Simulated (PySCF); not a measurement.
`N#[C][Ge@@H]([NH2])[Si@H](F)[SiH3]`, CH7FGeN2Si2

Cartesian coordinates in Å; atom numbers follow the order of the lines, from 1:
```xyz
14

N    -1.1482   -3.1756    0.2044
C    -1.2691   -2.0533    0.0056
Ge   -1.4213   -0.1701   -0.3863
N    -1.8839    0.4877    1.2522
Si    0.6481    0.8283   -0.8991
F     0.9124    0.4513   -2.4548
Si    2.4483    0.1139    0.3840
H    -2.6183   -0.2051   -1.3576
H    -2.6713    0.0608    1.7200
H    -1.9789    1.4895    1.3366
H     0.4239    2.2732   -1.0211
H     2.0387   -0.0372    1.7819
H     2.9873   -1.1652   -0.0838
H     3.5319    1.1012    0.3359
```

Computed with TDDFT BHandHLYP/def2-SVPD circular dichroism and optical rotation, one conformer, gas phase (PySCF). Geometry: GFN2-xTB.

The molecule is flexible and this is one conformer; a measurement averages over conformers. The calculation is non-relativistic, which matters for the atoms heavier than Zn.

Draw the ECD and absorption spectra from the lowest 8 states, each a Gaussian of half-width 0.35 eV at 1/e height.


```tsv
E (eV)	λ (nm)	Δε (L mol⁻¹ cm⁻¹)	ε (L mol⁻¹ cm⁻¹)
5.16	240	-1.27	86.7
5.31	234	-3.60	247
5.46	227	-6.96	497
5.61	221	-8.97	745
5.76	215	-6.61	961
5.91	210	+0.44	1310
6.06	205	+8.91	1900
6.21	200	+14.50	2620
6.36	195	+15.79	3670
6.51	190	+14.21	5700
6.66	186	+8.89	8570
6.81	182	-3.51	10900
6.96	178	-20.36	11500
7.11	174	-31.33	10500
7.26	171	-29.34	8190
```
Δε uses R in velocity form, ε uses f in length form. Only the states computed contribute, so the short-wavelength end is incomplete.
